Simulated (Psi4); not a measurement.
C$_{2}$H$_{6}$In, charge +2, doublet, geometry from GFN2-xTB of the parent state (such geometries of metal compounds can be far from the true shape) (a state made from the parent by changing its charge; the spin is typed, not shown lowest) (core potentials on In).

Here is a job for Psi4.
```
memory 2 GB

molecule {
2 2
  In    0.22209102    0.00252529    0.26012453
  C     0.99515327    0.27581596   -1.99153319
  H     1.69127446   -0.51623116   -2.25950421
  H     1.47249947    1.24515471   -2.11914099
  H     0.10558994    0.21511946   -2.61559874
  C    -2.11912037   -0.28868504    0.67609886
  H    -2.43430131   -1.17463738    0.12790984
  H    -2.62698284    0.58874743    0.27981532
  H    -2.34673709   -0.40467801    1.73302269
}

set basis def2-svp
set reference uks

energy('pbe')
print_variables()
```

Task: What does this run give for the total energy, <S^2>, nuclear repulsion energy, number of basis functions?

Result: 
```json
{
  "total_energy": "-268.938360 Ha",
  "<S^2>": "0.762",
  "nuclear_repulsion_energy": "107.4701 Eh",
  "number_of_basis_functions": "84"
}
```

These values belong to the state on which the SCF converged, which isn't shown to be the lowest.
